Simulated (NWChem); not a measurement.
# BSiH₄O₃F; SMILES OB(O)O[SiH2]F

```xyz
10

Si    -0.1007    -1.4034    -0.4844
F      0.1971    -2.2058     0.9050
O      0.5235     0.1307    -0.3833
B      0.0133     1.3686     0.0272
O      0.8789     2.4055     0.2298
O     -1.3193     1.6091     0.2319
H     -1.5948    -1.3412    -0.6458
H      0.5853    -2.1211    -1.5961
H      1.7947     2.1173     0.0733
H     -1.8807     0.8388     0.0418
```
Atoms are numbered in this order, from 1.

Computed with NWChem. The geometry was optimised at PBE-D3(BJ)/def2-SVP.

Question: Among these, which level gives the lowest value of “dipole (D)”?
A. PBE/STO-3G
B. PBE/aug-pcseg-1
C. PBE/pcseg-1
D. PBE/def2-SVP

Answer: A, PBE/STO-3G. Values: PBE/STO-3G 2.12; PBE/def2-SVP 2.22; PBE/aug-pcseg-1 2.30; PBE/pcseg-1 2.50
